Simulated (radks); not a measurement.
Values are calculated unless marked as measured or tabulated.
Ionisation of neutral aluminium, [Ne] 3s2 3p1, to [Ne] 3s2 as the strength of local exchange is varied. Level of theory: non-relativistic Kohn-Sham, Slater X-alpha exchange (alpha = 2/3 is LDA exchange), no correlation, spin-polarised, spherical densities, point nucleus; open shells are filled with parallel spins first (a radial shooting solver on a logarithmic mesh with Libxc functionals).

alpha  E(Al) (hartree)  exchange (hartree)  IE (eV)  -e of the level emptied (eV)  <r> of it (bohr)
0.667       -240.36428           -16.46363    5.166                    2.347 (3p)             3.564
0.763       -242.74371           -18.98970    5.806                    2.907 (3p)             3.375
0.792       -243.46636           -19.76045    6.006                    3.085 (3p)             3.324
0.802       -243.71597           -20.02705    6.076                    3.148 (3p)             3.307
1.026       -249.36297           -26.10957    7.742                    4.679 (3p)             2.981

NIST Atomic Spectra Database: 5.986 eV (measured). The Delta-SCF value meets it near alpha = 0.79. Open shells are spherical and high-spin; term and fine-structure splittings are not resolved.
